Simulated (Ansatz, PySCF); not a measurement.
Gas-phase reaction in SMILES: BO (H3BO) [borinic acid] -> [BH2] (BH2) + [OH] (HO) (the B-O bond at the site shown breaks; other sites are not compared here)
Geometries: B3LYP-D3(BJ)/def2-TZVP minima from Ansatz (a quantum-chemistry and plane-wave program), one conformer each, not searched for the lowest. Frequencies are from Ansatz or PySCF.

Wanted: bond dissociation energy (enthalpy at 298 K, with B3LYP-D3(BJ) rigid-rotor harmonic-oscillator terms), in kcal/mol. Correlated levels leave the core frozen unless marked. UHF or UKS for open shells. No spin-orbit coupling. Non-relativistic. CBS(X,Y): correlation extrapolated as X^-3; Hartree-Fock from the larger set.

CCSD(T)/CBS(aug-cc-pVTZ,aug-cc-pVQZ) (Ansatz) gives 152.1 kcal/mol.

**Question.** Another calculation gave 143.5 kcal/mol. Which level was it?
A) r2SCAN0/def2-TZVPD (Ansatz)
B) SVWN5/def2-TZVPD (Ansatz)
C) B3LYP/def2-TZVPD (Ansatz)
D) PBE-QIDH/def2-TZVPD (Ansatz)

**Answer.** A, r2SCAN0/def2-TZVPD (Ansatz). The others give 147.2 (B3LYP), 149.7 (PBE-QIDH), 174.7 (SVWN5) kcal/mol.
